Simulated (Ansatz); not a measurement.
Reaction (redistribution): `CO[Si](S)(Cl)Cl` + `[CH3][GeH2][SeH]` → `CO[Si](Cl)(Cl)[SeH]` + `[CH3][GeH2][SH]`

Calculated with Ansatz (gas phase, PBE0-D4/def2-TZVP geometries, no zero-point term in ΔE). CCSD(T)/CBS adds triple-zeta CCSD(T) − MP2 to the extrapolated MP2 energy (def2 sets, frozen cores). Functionals use def2-TZVPP. For Ge, Se outer-core shells are correlated without core-valence functions, which leaves a few kJ/mol of doubt a bond. Scalar relativity is left out up to krypton. Each species was taken in one conformer, which may not be the lowest.

```json
{"level": "ωB97X-V", "ΔE (eV)": "0.13"}
{"level": "ωB97M-V", "ΔE (eV)": "0.14"}
{"level": "HF/def2-TZVPP", "ΔE (eV)": "0.16"}
{"level": "MP2/def2-TZVPP", "ΔE (eV)": "0.13"}
```

Task: What does CCSD(T)/CBS give? (An estimate is asked.)

Result: Ansatz gave: +0.12 eV. The listed levels differ from it by 0.01, 0.02, 0.04, 0.01 eV.

Largest T1 diagnostic among the species: 0.011.
